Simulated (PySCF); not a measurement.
BH, SMILES [BH] (connectivity only; charge and spin as stated), neutral, multiplicity 1. Atoms are numbered in the order given.

```xyz
2

B      0.0000     0.0000    -0.2071
H      0.0000     0.0000     1.0354
```
Charge 0, spin multiplicity 1.

The structure is a stationary point at r2SCAN-D4/def2-TZVPD.

Method: PBE0/pcSseg-2 (PySCF).

GIAO shieldings, no solvent; atoms alike by connectivity are averaged. δ = σ(ref) − σ: ¹¹B against BF3 (σ = 88.8 ppm); ¹H against TMS (σ = 31.54 ppm), references at their B3LYP-D3(BJ)/def2-TZVP geometries, non-relativistic.

Computed chemical shifts:
```json
[
 {"nucleus": "¹¹B", "atoms": "B1", "count": "1", "δ (ppm)": "364.0"},
 {"nucleus": "¹H", "atoms": "H2", "count": "1", "δ (ppm)": "8.40"}
]
```
